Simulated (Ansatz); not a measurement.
Program: Ansatz. Geometries: PBE0-D4/def2-TZVP. ΔE: electronic, gas phase. CCSD(T)/CBS adds triple-zeta CCSD(T) − MP2 to the extrapolated MP2 energy (def2 sets, frozen cores). Functionals use def2-TZVPP. B3LYP here is the variant with VWN-RPA as its local correlation; programs differ in this. def2 core potentials past Kr. For I, Sn outer-core shells are correlated without core-valence functions, which leaves a few kJ/mol of doubt a bond. Each species was taken in one conformer, which may not be the lowest.

Consider the cleavage of the Si–Sn bond: `[SiH3][SnH]([Cl])[I]` + `COB(O)O` → `COB(O)O[SiH3]` + `[Cl][SnH2][I]`.

| level | ΔE (kJ/mol) | difference from CCSD(T)/CBS |
| --- | --- | --- |
| r2SCAN-D4 | -34.8 | 0.5 |
| PBE0-D4 | -23.9 | 11.4 |
| B3LYP-D4 | -35.7 | -0.4 |
| ωB97X-V | -39.5 | -4.2 |
| B2PLYP | -40.2 | -4.9 |
| PBE | -18.7 | 16.6 |
| PBE0 | -25.0 | 10.3 |
| B3LYP | -37.6 | -2.3 |
| HF/def2-TZVPP | -59.9 | -24.6 |
| SCS-MP2/def2-TZVPP | -45.1 | -9.8 |
| CCSD/def2-TZVPP | -42.6 | -7.3 |
| CCSD(T)/def2-TZVPP | -40.1 | -4.8 |
| HF/def2-QZVPP | -62.2 | -26.9 |
| MP2/def2-QZVPP | -36.8 | -1.5 |
| MP2/CBS(def2) | -33.9 | 1.4 |
| CCSD/CBS(def2) | -37.7 | -2.4 |
| CCSD(T)/CBS | -35.3 | 0 |

Largest T1 diagnostic among the species: 0.012.

In def2-TZVPP, CCSD(T) changes the Hartree–Fock value by +19.8 kJ/mol (the triples alone add +2.4 kJ/mol) and MP2 by +21.1 kJ/mol. From PBE to PBE0 (25 % exact exchange), in def2-TZVPP and without D4, ΔE moves by −6.3 kJ/mol.

CCSD(T)/CBS has its own doubt, a few kJ/mol and more with outer-core shells, so smaller differences from it don't rank the levels.
